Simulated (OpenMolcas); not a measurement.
**Cl5+: effect of the basis set**

```
Program             : OpenMolcas
Method              : RASSCF
Active space        : 2 electrons in 9 orbitals (RAS2 3s 3p; RAS3 3d, at most 2 electrons)
State averaging     : 2S+1 = 3 even, 3 roots; 2S+1 = 1 even, 7 roots; 2S+1 = 3 odd, 3 roots; 2S+1 = 1 odd, 3 roots
Spin-orbit coupling : state interaction with AMFI integrals over the reference wave functions, term energies averaged over their components
```

A. ANO-RCC-VTZP [5s4p2d1f], DKH2, point nucleus; cost roughly 14 core-seconds
B. ANO-R2 [5s4p3d1f], X2C, finite nucleus; cost roughly 17 core-seconds
C. ANO-RCC-VQZP [6s5p3d2f1g], DKH2, point nucleus; cost roughly 30 core-seconds
D. ANO-RCC [8s7p5d4f2g], DKH2, point nucleus; cost of the order of 30 core-seconds

Energies in cm⁻¹ above 3s² ¹S₀.

| Level | A | B | C | D |
| --- | --- | --- | --- | --- |
| 3s² ¹S₀ | 0.0 | 0.0 | 0.0 | 0.0 |
| 3s 3p ³P°₀ | 96430 | 97640 | 96501 | 96451 |
| 3s 3p ³P°₁ | 96942 | 98152 | 97006 | 96963 |
| 3s 3p ³P°₂ | 97992 | 99204 | 98045 | 98016 |
| 3s 3p ¹P°₁ | 151557 | 151168 | 151610 | 151236 |
| 3p² ¹D₂ | 230854 | 229500 | 230864 | 228216 |
| 3p² ³P₀ | 234487 | 236466 | 234689 | 234544 |
| 3p² ³P₁ | 235042 | 237028 | 235238 | 235104 |
| 3p² ³P₂ | 236147 | 238109 | 236329 | 236189 |

Among A to D the level of the table that moves most is 3p² ¹D₂, by 2600 cm-1 (lowest in D, highest in C).

Active for correlation alone: 3d; no level in the range computed is led by a configuration that fills it, so any true level of that kind is missing. Some terms mix strongly with configurations of 3d, whose occupation reaches 0.19 (3p² ¹D) (figures for A; the like holds for B, C, D). Only configurations of the active space appear. Levels that lie high or do not pair safely by name in every column are left out.

° marks odd parity.
